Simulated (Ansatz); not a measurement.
CH6AlClO2Si (SMILES [OH][Al]([OH])[CH2][SiH2]Cl), singlet, at a GFN2-xTB geometry (such geometries of metal compounds can be far from the true shape); SC-NEVPT2/STO-3G, CASSCF(2,3) (Ansatz, a first-principles code).

Ansatz was given this input:
Ansatz 0.2 input:
```yaml
crystal:
  periodic: [false, false, false]
  atoms:
    - {symbol: Si, position_ang: [1.25917190, -0.22244776, 0.52800123]}
    - {symbol: Cl, position_ang: [3.10519414, 0.08531916, -0.26681265]}
    - {symbol: C, position_ang: [-0.03227445, 0.30238658, -0.74783839]}
    - {symbol: Al, position_ang: [-1.90998456, 0.05522278, -0.10245138]}
    - {symbol: O, position_ang: [-3.14781679, 0.46855555, -1.10328172]}
    - {symbol: O, position_ang: [-2.08253025, -0.55663818, 1.41501665]}
    - {symbol: H, position_ang: [1.20241540, 0.58765470, 1.74575457]}
    - {symbol: H, position_ang: [1.18621192, -1.65030660, 0.84153982]}
    - {symbol: H, position_ang: [0.09054841, -0.26141251, -1.67480476]}
    - {symbol: H, position_ang: [0.10221751, 1.35027723, -1.02362565]}
    - {symbol: H, position_ang: [-3.84666817, 0.71121333, -1.69134434]}
    - {symbol: H, position_ang: [-2.28520986, -0.90113797, 2.27129699]}
basis:
  gaussian:
    orbitals: STO-3G
magnetization: {spin_polarized: false}
correlation: {method: sc_nevpt2, electrons: all, active_space: {window: {electrons: 2, orbitals: 3}}}
```

What the program printed (banner, timings and long lists left out):

```
Functional definition: HF
585 factors; integrals over basis functions are off by at most 5.6e-5 eV
mean field evaluation 1: about -31775.7884 eV, gradient 3.3e1 eV
mean field evaluation 2: about -31775.8850 eV, gradient 3.3e1 eV
mean field evaluation 4: about -31779.7811 eV, gradient 1.4e0 eV
mean field evaluation 8: about -31779.7900 eV, gradient 2.2e-5 eV
mean field -31779.79002623 eV, -1167.8857423486 hartree, gradient 1.4e-6 eV, S^2 0.000000; 0 other end points of the search recorded, 0 dependent functions left out
reference -31779.79002623 eV, -1167.8857423486 hartree; 36, 36 occupied and 12, 12 virtual orbitals, 585 factors
state -31780.16369968 eV, -1167.8994745944 hartree
state -31780.16369968 eV, -1167.8994745944 hartree; corrected -31784.98981167 eV, -1168.0768309391 hartree
state -31780.16033826 eV, -1167.8993510646 hartree
state -31780.16033826 eV, -1167.8993510646 hartree; corrected -31784.96524511 eV, -1168.0759281347 hartree
state -31780.16369968 eV, -1167.8994745944 hartree; corrected -31784.98981167 eV, -1168.0768309391 hartree
state -31780.15971523 eV, -1167.8993281687 hartree
state -31780.15971523 eV, -1167.8993281687 hartree; corrected -31784.97278533 eV, -1168.0762052326 hartree
state -31780.16369968 eV, -1167.8994745944 hartree; corrected -31784.98981167 eV, -1168.0768309391 hartree
2 active orbitals were swapped for others, from the solution at -31780.16031385 eV, -1167.8993501676 hartree to that at -31780.16368320 eV, -1167.8994739890 hartree; typed "places" are swapped only where nearly empty or full, and so, without "given_window_search", are "orbital_numbers", "shells" and a window whose orbitals a file names under [Active]
Total energy: -31784.98981167 eV, -1168.0768309391 hartree
```
